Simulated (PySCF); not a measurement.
MoOF3, SMILES [O]=[Mo]([F])([F])[F] (connectivity only; charge and spin as stated), neutral, multiplicity 2.

Geometry: PBE-D3(BJ)/def2-SVP. The multiplicity is an assumed one; other spin states were not compared. The isomer is the one that the SMILES or the coordinates give; other isomers of the formula were not compared. The def2 effective core potentials stand for the cores of Mo; spin–orbit coupling is left out.

These are PBE-D3(BJ)/def2-SVP (PySCF) values and carry that method's errors.

Frequencies are harmonic and unscaled.

| mode | ν (cm⁻¹) | IR (km/mol) | moving atoms (share of kinetic energy) |
|---|---|---|---|
| 1 | 65 | 23.5 | O 55 %, F 30 %, Mo 15 % |
| 2 | 120 | 2.4 | F 89 % |
| 3 | 126 | 6.1 | F 91 %, Mo 9 % |
| 4 | 202 | 10.5 | F 76 %, Mo 20 % |
| 5 | 265 | 10.0 | O 55 %, F 31 %, Mo 14 % |
| 6 | 675 | 63.8 | F 91 %, Mo 9 % |
| 7 | 678 | 98.0 | F 81 %, Mo 19 % |
| 8 | 712 | 115.7 | F 75 %, Mo 25 % |
| 9 | 1036 | 133.2 | O 85 %, Mo 15 % |
